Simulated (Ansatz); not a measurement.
Born–Oppenheimer molecular dynamics of CH7BOS (11 atoms, charge 0, multiplicity 1). It starts at the highest image of a converged band, a first-order saddle point between two minima.

Level of theory: RKS PBE-D4/6-31G* in Ansatz 0.2.0.

```json
{
 "ensemble": "NVE (velocity Verlet)",
 "time step": "0.5 fs",
 "steps asked": "200",
 "starting velocities drawn for": "100 K",
 "seed": "2637"
}
```

First frame:

```xyz
11
Properties=species:S:1:pos:R:3
B -0.051 0.272 0.209
O -0.115 -0.191 1.688
H -1.014 -0.549 1.855
H 1.054 0.100 -0.243
C -1.348 -0.063 -0.645
H -1.415 -1.156 -0.811
H -2.296 0.253 -0.168
H -1.313 0.406 -1.643
S -0.110 2.330 0.796
H 1.228 2.471 0.987
H -0.204 1.155 1.837
```

Q: What does the run give?

A: All steps were run.

- steps done: 200
- time covered: 100 fs
- mean temperature over the second half: 215 K
- spread of the potential energy over the second half: 5.7 meV per atom
- mean potential energy of the second half above the start: -12.2 meV per atom

The conserved energy stayed within 0.17 meV per atom of its start (net change -0.039 meV per atom), so the integration is sound. The kinetic energy rose, since the run started high on the potential surface and went downhill. It ends in pieces (CH5BS + H2O), so much of that is their flight and rotation, not heat. A run of 0.1 ps of so small a system gives no equilibrium averages. The orbitals stay closed-shell, which can raise the energy where a bond breaks towards radicals; this wasn't checked here.

Q: What happens to the structure?

A: Between its relaxed ends the band would form B1–S9, O2–H11 and break S9–H11. These pairs go: B1–S9 2.14 → 1.78 Å, O2–H11 1.36 → 0.94 Å, S9–H11 1.57 → 3.33 Å. In the last frame they stand as after the step (other bonds may differ from the relaxed reactants and products). Also parted: B1–O2 1.55 → 2.42 Å. It ends as CH5BS + H2O. Pairs count as bonded within 1.25 times the sum of covalent radii (0.12 Å more for H–H). The details hang on the random start.

Q: How do temperature and energy run in time?

A: 
| time (fs) | T (K) | potential energy less start (eV) | conserved less start (meV/atom) |
| --- | --- | --- | --- |
| 0 | 100 | 0.000 | 0.00 |
| 3 | 69 | 0.037 | 0.03 |
| 6 | 65 | 0.041 | 0.03 |
| 9 | 119 | -0.022 | 0.03 |
| 12 | 215 | -0.134 | -0.05 |
| 15 | 222 | -0.142 | 0.04 |
| 18 | 289 | -0.221 | -0.03 |
| 21 | 301 | -0.234 | 0.04 |
| 24 | 355 | -0.297 | -0.07 |
| 27 | 371 | -0.317 | -0.16 |
| 30 | 265 | -0.191 | 0.08 |
| 33 | 345 | -0.287 | -0.16 |
| 36 | 303 | -0.237 | -0.12 |
| 39 | 221 | -0.140 | 0.06 |
| 42 | 288 | -0.221 | -0.13 |
| 45 | 257 | -0.183 | -0.02 |
| 48 | 242 | -0.164 | 0.04 |
| 51 | 318 | -0.254 | -0.09 |
| 54 | 279 | -0.207 | 0.06 |
| 57 | 288 | -0.219 | -0.03 |
| 60 | 240 | -0.163 | -0.01 |
| 63 | 188 | -0.102 | 0.07 |
| 66 | 205 | -0.123 | -0.06 |
| 69 | 172 | -0.083 | 0.02 |
| 72 | 183 | -0.096 | 0.02 |
| 75 | 225 | -0.147 | -0.08 |
| 78 | 198 | -0.114 | 0.05 |
| 81 | 261 | -0.188 | -0.06 |
| 84 | 273 | -0.203 | -0.09 |
| 87 | 182 | -0.095 | 0.05 |
| 90 | 191 | -0.107 | -0.09 |
| 93 | 144 | -0.052 | -0.05 |
| 96 | 105 | -0.006 | 0.05 |
| 99 | 198 | -0.115 | -0.10 |

Time of the run: 8.7 min on 1 thread of Arm Neoverse V1 (shared host), peak memory 0.11 GiB.
